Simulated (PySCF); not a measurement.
Ionising BiF

PBE0; Bi def2-SVP with ECP60, F def2-SVP; scalar-relativistic core potentials (PySCF 2.14). Neutral (UKS): triplet (π ↑↑), Re = 2.046 Å, ωe = 574 cm⁻¹, De = 3.54 eV, HOMO -6.06 eV, LUMO -2.66 eV.

BiF⁺ (UKS): doublet (π ↑), Re = 1.983 Å, ωe = 659 cm⁻¹. The energies at the minima are -314.29252 hartree for BiF and -313.98018 for BiF⁺.

(1) Work out the adiabatic ionisation energy, without and with harmonic zero-point energies (1 hartree = 27.2114 eV, 1 eV = 8065.5 cm⁻¹), and the change of the bond length.

These are scalar-relativistic numbers at best; spin–orbit coupling would shift them, the dissociation energy most. States were picked by a PBE0 search and need not be the measured ground states.

## Answers

(1) At PBE0: 0.31234 hartree = 8.499 eV between the minima; the zero-point term (659.0 − 574.0)/2 cm⁻¹ = +0.005 eV makes it 8.504 eV. Re changes by -6.3 pm against the neutral. The electron leaves a π orbital; in so polar a molecule the change of length follows mostly from the change of the ionic charges.
